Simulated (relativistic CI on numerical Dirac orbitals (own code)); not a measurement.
## Tm LIX: sensitivity of the levels to the model

Base calculation: Dirac-Coulomb-Breit CI, separate exchange-only KLI orbitals for each configuration, model QED, unscaled Slater integrals.

Configuration list (outside the closed core [Ne]): 3s, 3p, 3d, 4s, 4p, 4d, 4f, 5s, 5p, 5d, 5f, 5g, 6s, 6p, 6d, 7s, 7p. Levels of other configurations are missing.

Variants: (1) valence Slater integrals scaled by 0.9; (2) Breit term removed; (3) non-relativistic limit. Shifts of the energy above 3s 2S_1/2, in eV, for the lowest level and the first level of each name with at least 55 % of one term (blank where a level changes its place among those of its configuration and J or its character, or is not in the variant):

```tsv
Level	Base	Δ(1)	Δ(2)	Δ(3)
3s 2S_1/2	0.00	0.00	0.00	0.00
3p 2P°_1/2	143.42	0.00	-3.26	-22.24
3p 2P°_3/2	412.24	0.00	-0.08	-291.06
3d 2D_3/2	583.73	0.00	+1.08	-297.89
3d 2D_5/2	645.13	0.00	+2.99	-359.30
4s 2S_1/2	2744.02	0.00	+2.90	-212.32
4p 2P°_1/2	2803.33	0.00	+1.59	-220.63
4p 2P°_3/2	2913.29	0.00	+2.84	-330.59
4d 2D_3/2	2978.35	0.00	+3.41	-332.58
4d 2D_5/2	3004.91	0.00	+4.12	-359.15
4f 2F°_5/2	3039.25	0.00	+4.61	-356.62
4f 2F°_7/2	3050.86	0.00	+4.72	-368.23
5s 2S_1/2	3965.47	0.00	+3.84	-290.91
5p 2P°_1/2	3995.26	0.00	+3.20	-294.76
5p 2P°_3/2	4050.56	0.00	+3.81	-350.06
5d 2D_3/2	4082.40	0.00	+4.12	-350.88
5d 2D_5/2	4096.09	0.00	+4.46	-364.58
5f 2F°_5/2	4113.09	0.00	+4.66	-363.57
5f 2F°_7/2	4119.05	0.00	+4.73	-369.53
5g 2G_7/2	4121.40	0.00	+4.74	-369.14
5g 2G_9/2	4124.95	0.00	+4.75	-372.68
6s 2S_1/2	4613.06	0.00	+4.24	-326.36
```

At this charge energies of transitions that change n are usually good to better than 1 %, and those within a shell (Δn = 0) to a few per cent.

Ionisation energy from the two ground configurations alone: base 6022.97 eV; Breit term removed 6027.74 eV. The NIST ASD value (theoretical) is 6023 eV.
